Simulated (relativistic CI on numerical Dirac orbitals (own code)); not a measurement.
**Electric-dipole lines of Br**

Computed by Dirac-Coulomb-Breit CI, orbitals from a KLI potential per configuration, model QED, valence Slater integrals scaled by 0.85, configuration energies shifted to the measured levels that pair with them (semi-empirical) (own radial code, finite nucleus).

CI space (outside the closed core [Ar] 3d10): 4s2.4p5, 4s2.4p4.5s, 4s2.4p4.5p, 4s2.4p4.4d, 4s.4p6, 4s2.4p4.6s, 4s2.4p4.6p, 4s2.4p4.5d, 4s2.4p3.4d2, 4s2.4p4.4f, 4s2.4p4.6d, 4s2.4p4.5f, 4s2.4p4.5g, 4s2.4p4.6f. Levels of other configurations are missing.

```csv
λ vac (nm),Lower,Upper,A (s⁻¹),log gf,S velocity/length
130.82,4s2.4p5 2P°_3/2 [1],4s2.4p4.5s 2D_5/2 [13],2.42e+08,-0.43,0.74
137.37,4s2.4p5 2P°_1/2 [2],4s2.4p4.5s 2D_3/2 [14],2.31e+08,-0.58,0.74
144.89,4s2.4p5 2P°_3/2 [1],4s2.4p4.5s 2P_1/2 [7],3.03e+08,-0.72,0.76
153.06,4s2.4p5 2P°_1/2 [2],4s2.4p4.5s 2P_1/2 [7],4.03e+08,-0.55,0.75
154.26,4s2.4p5 2P°_3/2 [1],4s2.4p4.5s 4P_3/2 [4],2.74e+08,-0.41,0.74
158.05,4s2.4p5 2P°_3/2 [1],4s2.4p4.5s 4P_5/2 [3],5.32e+06,-1.92,0.73
158.48,4s2.4p5 2P°_1/2 [2],4s2.4p4.5s 4P_1/2 [5],1.98e+07,-1.83,0.74
163.56,4s2.4p5 2P°_1/2 [2],4s2.4p4.5s 4P_3/2 [4],2.15e+07,-1.46,0.74
407.18,4s2.4p4.5s 4P_5/2 [3],4s2.4p4.5p 2F°_7/2 [59],2.03e+04,-3.39,0.83
851.25,4s2.4p4.5s 4P_5/2 [3],4s2.4p4.5p 4P°_3/2 [9],3.35e+07,0.16,0.69
877.02,4s2.4p4.5s 4P_5/2 [3],4s2.4p4.5p 4P°_5/2 [8],4.01e+07,0.44,0.66
877.88,4s2.4p4.5s 2D_5/2 [13],4s2.4p4.5p 2F°_7/2 [59],3.99e+07,0.57,0.67
890.95,4s2.4p4.5s 2D_3/2 [14],4s2.4p4.5p 2F°_5/2 [56],3.42e+07,0.39,0.67
981.25,4s2.4p4.5s 4P_3/2 [4],4s2.4p4.5p 4P°_3/2 [9],5.53e+06,-0.50,0.63
1015.6,4s2.4p4.5s 4P_3/2 [4],4s2.4p4.5p 4P°_5/2 [8],9.35e+05,-1.06,0.59
```

Terms are leading LS components. Brackets give the number of a level in order of energy, since labels repeat. The list gives strong lines, with weight on those to low levels, without configurations that were not tied to measured data, among the lowest 166 of 406 levels, so that lines to higher ones, which can be the strongest, are missing, and without lines across small gaps between configurations, and without 52 lines that miss the measured interval by over 3.5 %, start from a term whose rates miss tabulated ones by over 60 %, have gauges far apart or, lacking measured levels, span too small a gap for the errors found; lines with a level outside our table were not tested and can miss by more. Levels whose partners in the same complex of configurations lie outside the list can be far off, and so can their lines. Rates are taken at the computed energies, electric ones in the length gauge. A velocity-to-length ratio far from 1 marks an uncertain rate.

Configurations whose levels could be paired with our table of measured levels were shifted onto them, all but the ground configuration, by the median error of their levels; single terms can still be off by 1,000 to 2,000 cm⁻¹ or more, and rates follow the energies as ν³ (E1, M1) or ν⁵ (E2). The others borrow a shift and can be off by several thousand cm⁻¹ or more. The fine structure of a lone outer electron comes out too small, for d and f at times inverted, and misplaced configurations move strength between like terms. 20 of the 28 excited levels that our extract of the measured tables holds in this range could be paired (the sources list more); they are missed by 689 cm⁻¹ on average and 2879 at most, after the shifts were fitted to these levels, and levels without a partner can miss by more.

(1) From the table, what is the radiative lifetime of 4s2.4p4.5s 2P_1/2?

## Answers

(1) The listed rates from this level add up to about 7.06e+08 s⁻¹, 100 % of its decay; with all channels τ = 1.42e-09 s.

LS names give the leading component of a level, which can be under half, so a name can repeat, a term be missing and a line seem to break the LS rules.
